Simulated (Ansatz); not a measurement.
`C[CH2][InH2]` + H–F → `F[CH2][InH2]` + CH₄ at 400 K and 1 bar (substitution at a C–C bond).

Program: Ansatz. Geometries: PBE0-D4/def2-TZVP. ΔE: electronic, gas phase. CCSD(T)/CBS is the MP2 limit (def2-TZVPP, def2-QZVPP) plus CCSD(T) − MP2 in def2-TZVPP, frozen cores. This one scheme is used for every species. def2 core potentials past Kr. For In outer-core shells are correlated without core-valence functions, which leaves a few kJ/mol of doubt a bond.

| species | CCSD(T)/CBS energy (Eh) | H − E (kJ/mol) | S (J/(mol·K)) |
| --- | --- | --- | --- |
| `C[CH2][InH2]` | -270.09414 | 227.0 | 358.2 |
| H–F | -100.39570 | 36.5 | 182.2 |
| `F[CH2][InH2]` | -330.00580 | 130.4 | 339.0 |
| CH₄ | -40.46206 | 131.3 | 197.2 |

H − E and S are ideal-gas, rigid-rotor, harmonic terms from PBE0-D4/def2-TZVP. 1 Eh = 2625.50 kJ/mol, R = 8.31446 J/(mol·K).

Question: By hand: ΔE, ΔH, ΔS and ΔG.

Answer: ΔE = (-330.00580) + (-40.46206) − (-270.09414) − (-100.39570) = 0.02198 Eh = 57.7 kJ/mol. Δ(H − E) = 130.4 + 131.3 − 227.0 − 36.5 = -1.8, so ΔH = 55.9 kJ/mol. ΔS = 339.0 + 197.2 − 358.2 − 182.2 = -4.2 J/(mol·K). ΔG = 55.9 − 400 × (-4.2)/1000 = 57.6 kJ/mol.

Question: By hand: the equilibrium constant, and the temperature at which ΔG would vanish if ΔH and ΔS stayed fixed.

Answer: log₁₀ K = −ΔG/(RT ln 10) = -7.5. ΔH and −TΔS have one sign here, so there is no such temperature.

The number of gas molecules stays the same, so ΔS is small and ΔH decides. A doubt of 5 kJ/mol in ΔE shifts log₁₀ K by 0.7 here. These are equilibria of isolated gas molecules and say nothing of rates. Largest T1 diagnostic: 0.013 (customary marks: 0.02 for closed shells, 0.045 for open ones).

ΔS is within the doubt of such terms, so its sign, and with it that verdict, could turn.
